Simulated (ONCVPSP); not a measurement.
u(r) = r·R(r): atom against pseudo-atom (lithium (Li))

Columns: radius, all-electron u(r) and pseudo u(r) of the 1s shell (level -51.85 eV) of lithium in the configuration 1s2 2s1; PBE, scalar-relativistic, ONCV scheme, ONCVPSP 4.0.1.

| r (bohr) | all-electron | pseudo |
| --- | --- | --- |
| 0.050 | 0.4004 | 0.2611 |
| 0.100 | 0.6895 | 0.5083 |
| 0.150 | 0.8923 | 0.7292 |
| 0.200 | 1.0288 | 0.9144 |
| 0.250 | 1.1142 | 1.0579 |
| 0.300 | 1.1603 | 1.1571 |
| 0.350 | 1.1772 | 1.2142 |
| 0.400 | 1.1719 | 1.2331 |
| 0.450 | 1.1504 | 1.2213 |
| 0.500 | 1.1170 | 1.1858 |
| 0.550 | 1.0753 | 1.1345 |
| 0.600 | 1.0280 | 1.0740 |
| 0.650 | 0.9771 | 1.0095 |
| 0.700 | 0.9243 | 0.9450 |
| 0.750 | 0.8709 | 0.8826 |
| 0.800 | 0.8178 | 0.8234 |
| 0.850 | 0.7656 | 0.7678 |
| 0.900 | 0.7150 | 0.7156 |
| 0.950 | 0.6663 | 0.6663 |
| 1.000 | 0.6197 | 0.6196 |
| 1.050 | 0.5753 | 0.5753 |
| 1.100 | 0.5333 | 0.5333 |
| 1.150 | 0.4937 | 0.4937 |
| 1.200 | 0.4565 | 0.4565 |
| 1.250 | 0.4216 | 0.4216 |
| 1.300 | 0.3890 | 0.3890 |

Task: How many radial nodes do the two functions have?

Result: The all-electron 1s function has n − l − 1 = 0; the pseudo-wave has 0.

Task: At about which radius was the pseudo-wave matched?

Result: 1.00 bohr, where the columns begin to agree (steps of 0.05 bohr).

Task: Where does each function peak?

Result: Outermost all-electron maximum near 0.35 bohr, pseudo maximum near 0.40 bohr (to the table’s step).

Task: Is the pseudo-wave norm-conserving?

Result: Yes: the ONCV scheme keeps the norm inside the radius equal to the all-electron one, which fixes the energy derivative of the logarithmic derivative at the level.
